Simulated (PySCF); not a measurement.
Potential energy of RbNa⁻ along the bond

Set-up: Rb def2-SVPD with ECP28, Na def2-SVPD; scalar-relativistic core potentials (PySCF 2.14). Energies in eV from Rb + Na⁻ in their ground configurations at the same level. State: ²Σ⁺ (doublet), unpaired electrons σ ↑.

```csv
R (Å),PBE,ROHF-CCSD
3.593,-0.7253,
3.760,-0.7607,-0.5299
3.927,-0.7800,-0.5555
4.053,-0.7861,-0.5661
4.178,-0.7868,-0.5708
4.303,-0.7830,-0.5707
4.471,-0.7729,-0.5648
4.679,-0.7545,-0.5506
4.930,-0.7276,-0.5269
5.264,-0.6884,
```

Put a parabola through the three lowest points of the PBE curve and estimate Re, k and ωe (reduced mass 18.09 u; 1 eV/Å² = 0.16022 mdyn/Å; ωe = 1302.8·√(k/μ) cm⁻¹).

Through R = 4.053, 4.178, 4.303 Å the second-order coefficient is 0.144 eV/Å², so Re ≈ 4.135 Å, k ≈ 0.0461 mdyn/Å and ωe ≈ 66 cm⁻¹. A polynomial fit of higher order to the unrounded PBE energies gives Re = 4.130 Å, k = 0.0487 mdyn/Å, ωe = 67.6 cm⁻¹; anharmonicity and rounding make the difference.

The higher-order fit for each curve: PBE: Re = 4.130 Å, ωe = 67.6 cm⁻¹, De = 0.79 eV; ROHF-CCSD: Re = 4.237 Å, ωe = 63.9 cm⁻¹, De = 0.57 eV.

Correlated steps freeze 1 core orbital. Correlated levels converge slowly with the basis: in double zeta they bind strong bonds too weakly, by up to about 1 eV, and carry superposition errors of some tenths. Spin–orbit coupling is left out. For an ion De counts to the pair picked by the measured ionisation energies or electron affinities, which need not be the lowest pair at this level. The highest Kohn–Sham level is positive in this anion. Much of that is self-interaction error, but it also means that the finite basis helps to hold the extra electron. The state was picked by a PBE0 search and need not be the measured ground state.
